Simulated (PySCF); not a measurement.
F2H5NOSi2. Atoms are numbered in the order given.

```xyz
11

Si     1.0963    -0.7306     0.3137
F      2.3806    -0.4744    -0.6220
F      0.1678    -1.7910    -0.4781
O      0.2620     0.6457     0.5245
Si    -1.1421     1.3861    -0.0548
N     -2.5648     0.4457     0.1051
H      1.5400    -1.3168     1.5855
H     -0.9270     1.6530    -1.5014
H     -1.2931     2.6173     0.7578
H     -3.0237     0.3260     1.0024
H     -2.7326    -0.3520    -0.5006
```

The structure is a stationary point at r2SCAN-D4/def2-SVP. This is a generated structure with no PubChem entry under its InChIKey; it may be hypothetical. The values are those of a single conformer.

Method: PBE/pcSseg-1 run with PySCF.

GIAO shieldings, no solvent; atoms listed in one row are averaged. δ = σ(ref) − σ: ²⁹Si against TMS (σ = 335.4 ppm); ¹⁹F against CFCl3 (σ = 133.6 ppm); ¹⁷O against H2O (σ = 334.3 ppm); ¹⁵N against NH3 (σ = 267.0 ppm); ¹H against TMS (σ = 31.49 ppm), references at their B3LYP-D3(BJ)/def2-TZVP geometries, non-relativistic.

Estimate the chemical shifts. (The exact figures need the calculation; the answer reports its results.)


| nucleus | atoms | count | δ (ppm) |
|---|---|---|---|
| ²⁹Si | Si5 | 1 | -37.9 |
| ²⁹Si | Si1 | 1 | -63.9 |
| ¹⁹F | F2 | 1 | -155.8 |
| ¹⁹F | F3 | 1 | -160.9 |
| ¹⁷O | O4 | 1 | 131.2 |
| ¹⁵N | N6 | 1 | 48.4 |
| ¹H | H8 | 1 | 5.45 |
| ¹H | H9 | 1 | 5.07 |
| ¹H | H7 | 1 | 5.00 |
| ¹H | H10, H11 | 2 | 1.76 |
